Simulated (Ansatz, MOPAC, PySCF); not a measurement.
Pair of molecules: C2H4 (SMILES C=C) (first 6 atoms) with CH4O (SMILES CO); geometry from B3LYP-D3(BJ)/def2-TZVP, rigid monomers moved along the line of their centres of mass till C2···H12 is 2.23 Å.
(charge 0, multiplicity 1):
```xyz
12

C      0.59472    -0.26677    -0.04864
C     -0.64630     0.20187    -0.04427
H      0.81927    -1.28237    -0.35108
H      1.43606     0.34779     0.24828
H     -0.86958     1.21852     0.25620
H     -1.48795    -0.41105    -0.34312
C      0.15723     0.41293     3.48894
O     -0.30782    -0.79772     2.91793
H      1.19393     0.63313     3.20752
H      0.11559     0.29559     4.57137
H     -0.46896     1.26957     3.21244
H     -0.27578    -0.70890     1.95712
```

Monomers are frozen at their geometry in the pair; levels with a basis set take the counterpoise correction. Rows marked so take none.

Rows in 6-31G*, STO-3G carry no dispersion term and start afresh at each structure (6-31G* with six Cartesian d functions). The state reached by PM3, PM7 isn't checked; PM7 holds dispersion and hydrogen-bond terms.

Run with Ansatz (Gaussian basis) for Hartree–Fock, density functionals and correlated methods; MOPAC for PM3, PM7 (differences of heats of formation); PySCF for 6-31G* rows, STO-3G rows, the dispersion terms. Values without a source in brackets are computed.

```csv
level,interaction energy (kJ/mol)
PM3,-2.3
PM7,-2.9
HF/STO-3G (no counterpoise),4.4
HF/6-31G* (no counterpoise),0.9
PBE/def2-TZVPPD,-6.6
B3LYP/6-31G*,-1.2
B3LYP/def2-TZVPPD,-1.0
B3LYP-D4/def2-TZVPPD,…
wB97X-V/def2-TZVPPD,…
```

Task: Fill in the missing entries.

Result: 
- B3LYP-D4/def2-TZVPPD, interaction energy (kJ/mol): -9.7
- wB97X-V/def2-TZVPPD, interaction energy (kJ/mol): -9.0

Ansatz is a first-principles code.
